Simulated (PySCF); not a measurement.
Si(H)2(Br)(vinyl) (C2H5BrSi), SMILES C=C[SiH2]Br.

Geometry optimised at PBE-D3(BJ)/def2-SVP. One conformer was computed; it need not be the lowest.

Method: PBE-D3(BJ)/def2-SVP (PySCF 2.14.0).

Frequencies are harmonic and unscaled.

```tsv
mode	ν (cm⁻¹)	IR (km/mol)	moving atoms (share of kinetic energy)
1	72	0.1	C 48 %, H 25 %, Si 16 %, Br 11 %
2	152	1.7	H 35 %, C 34 %, Si 18 %, Br 13 %
3	258	0.5	C 50 %, H 38 %
4	397	22.5	Si 48 %, Br 23 %, H 23 %
5	493	30.5	H 58 %, Si 20 %, C 20 %
6	567	32.4	H 68 %, Si 19 %, C 13 %
7	669	14.1	H 55 %, C 25 %, Si 19 %
8	712	14.9	H 64 %, C 25 %, Si 10 %
9	820	280.7	H 87 %, Si 10 %
10	904	86.4	H 95 %
11	949	31.4	H 73 %, C 27 %
12	979	9.7	H 82 %, C 17 %
13	999	7.7	H 93 %
14	1227	0.3	H 73 %, C 27 %
15	1370	14.7	H 84 %, C 15 %
16	1617	8.9	C 86 %, H 14 %
17	2168	79.2	H 98 %
18	2180	91.9	H 96 %
19	3051	9.7	H 95 %
20	3078	1.2	H 92 %, C 8 %
21	3144	5.6	H 89 %, C 11 %
```
